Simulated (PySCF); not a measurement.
Delta-SCF ions had no search for a lower state. Excitations are Tamm–Dancoff values on a coarser integration grid. The basis has no diffuse functions, so Rydberg states are missing or too high.

Cartesian coordinates (Å):
```xyz
4

C     -0.1500     0.0046     0.0040
Se     1.5956    -0.0489    -0.0426
H     -0.7514    -0.9018     0.0099
H     -0.6942     0.9461     0.0287
```
Charge 0, multiplicity 1.

### Question
Give the S1 excitation (TDA), vertical ionisation energy (Delta-SCF), dipole moment, T1 excitation (TDA) and adiabatic ionisation energy (no zero-point term) at the level r2SCAN-D4/def2-TZVP (PySCF 2.14.0).

### Answer

| Item | Result |
|---|---|
| S1 excitation (TDA) | 2.07 eV |
| vertical ionisation energy (Delta-SCF) | 8.83 eV |
| dipole moment | 0.336 e·Å |
| T1 excitation (TDA) | 1.45 eV |
| adiabatic ionisation energy (no zero-point term) | 8.82 eV |
